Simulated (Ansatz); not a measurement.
Ideal-gas functions of `[BH]1C[O][SnH2]1` at 600 K and 1 bar, from an Ansatz frequency run at PBE0-D4/def2-TZVP.

Molar mass 162.57 g/mol, point group Cs (symmetry number 1), electronic degeneracy 1, moments of inertia 49.89, 154.267, 193.383 u Å². Harmonic wavenumbers (cm⁻¹, unscaled): 137, 297, 379, 424, 482, 506, 570, 667, 717, 794, 816, 996, 1067, 1167, 1267, 1395, 1913, 1913, 2677, 2932, 2946.

Use S(trans) = R[1.5 ln M + 2.5 ln T − 1.1517]; rotational temperatures θ = 24.2544 K / I; S(rot) = R[ln(√π/σ · √(T³/θAθBθC)) + 1.5]; for each mode x = 1.438777 ν̃/T, S = R[x/(eˣ − 1) − ln(1 − e⁻ˣ)] and H = RT x/(eˣ − 1); 1 cm⁻¹ = 0.0119627 kJ/mol; R = 8.31446 J/(mol·K).

**Question.** By hand: the entropy, in J/(mol·K).

**Answer.** Translation 186.9. Rotation: θ = 0.4862, 0.1572, 0.1254 K, giving 116.3. Vibration, mode by mode: 17.61, 11.31, 9.39, 8.53, 7.56, 7.20, 6.33, 5.24, 4.76, 4.11, 3.94, 2.81, 2.45, 2.03, 1.68, 1.31, 0.48, 0.48, 0.10, 0.06, 0.06, in all 97.4. Electronic 0.0. Sum 400.6 J/(mol·K).

**Question.** By hand: H − E and G − E in kJ/mol, counted from the electronic energy.

**Answer.** Zero-point energy ½ × 24062 × 0.0119627 = 143.9; thermal vibration 33.4; translation, rotation and pV give 4 RT = 20.0. H − E = 197.3 kJ/mol, and G − E = 197.3 − 600 × 400.6/1000 = -43.1 kJ/mol.

Vibration gives 24 % of the entropy, 17.6 J/(mol·K) of it from the mode under 150 cm⁻¹: soft modes count most, and the harmonic formula is weakest for them.
